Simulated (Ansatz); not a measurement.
Ansatz (a program for electronic structure) input (CCSD(T)/def2-TZVPPD):
A basis named .json is the Basis Set Exchange file of that set.

Ansatz 0.2 input:
```yaml
crystal:
  periodic: [false, false, false]
  atoms:
    - {symbol: Zr, position_ang: [0.00000473, -0.00000536, -0.00000295]}
    - {symbol: C, position_ang: [1.54820032, 0.98894423, -1.26495466]}
    - {symbol: H, position_ang: [1.51124036, 0.62112257, -2.29693353]}
    - {symbol: H, position_ang: [2.55622138, 0.79776623, -0.87892751]}
    - {symbol: H, position_ang: [1.40248975, 2.07505852, -1.29284270]}
    - {symbol: C, position_ang: [0.99395044, -1.10915910, 1.66038364]}
    - {symbol: H, position_ang: [0.67967868, -0.72466028, 2.63764895]}
    - {symbol: H, position_ang: [2.08470955, -1.01755741, 1.60128301]}
    - {symbol: H, position_ang: [0.74688403, -2.17664479, 1.62714289]}
    - {symbol: C, position_ang: [-1.17831071, -1.42613688, -1.24609899]}
    - {symbol: H, position_ang: [-2.24354291, -1.16742831, -1.24415190]}
    - {symbol: H, position_ang: [-1.08379086, -2.45190615, -0.87126223]}
    - {symbol: H, position_ang: [-0.83553984, -1.41890138, -2.28731377]}
    - {symbol: C, position_ang: [-1.36384755, 1.54636025, 0.85067469]}
    - {symbol: H, position_ang: [-1.07578141, 2.55210912, 0.52333182]}
    - {symbol: H, position_ang: [-1.34262520, 1.53379873, 1.94660264]}
    - {symbol: H, position_ang: [-2.40008763, 1.37740655, 0.53551222]}
basis:
  gaussian:
    orbitals: def2-TZVPPD.json
total_charge: 1
magnetization: {spin_polarized: true, initial_magnetization: 1}
correlation: {method: ccsd_t, electrons: outside_noble_gas}
```

End of the output:

```
determinant -5570.94807055 eV, -204.7285654684 hartree, with singles and doubles -5594.84814048 eV, -205.6068768385 hartree
determinant -5570.94789009 eV, -204.7285588365 hartree, with singles and doubles -5594.84797702 eV, -205.6068708314 hartree
determinant -5570.40833027 eV, -204.7087303791 hartree, with singles and doubles -5594.77160580 eV, -205.6040642409 hartree
determinant -5570.94807055 eV, -204.7285654684 hartree, with singles and doubles -5594.86118948 eV, -205.6073563804 hartree
determinant -5570.94789009 eV, -204.7285588365 hartree, with singles and doubles -5594.86103208 eV, -205.6073505958 hartree
determinant -5570.40833027 eV, -204.7087303791 hartree, with singles and doubles -5594.77496440 eV, -205.6041876669 hartree
determinant -5570.40823059 eV, -204.7087267159 hartree, with singles and doubles -5594.77487826 eV, -205.6041845015 hartree
determinant -5569.85892141 eV, -204.6885399759 hartree, with singles and doubles -5594.57350607 eV, -205.5967842100 hartree
8 core orbitals not correlated
reference -5570.94807055 eV, -204.7285654684 hartree; 16, 15 occupied and 384, 385 virtual orbitals, 2344 factors
second order -22.14609696 eV of doubles, -0.00000000 eV of singles
coupled cluster: 36.44 GiB planned
cycle   1  -23.91311579 eV  change    3.2e-6 eV  update   1.5e-6
perturbative correction -0.98528466 eV, -0.0362085436 hartree
Total energy: -5595.84647100 eV, -205.6435648081 hartree
```

This state (charge 1, doublet) is run at the relaxed geometry of the species with charge 0 and multiplicity 1.
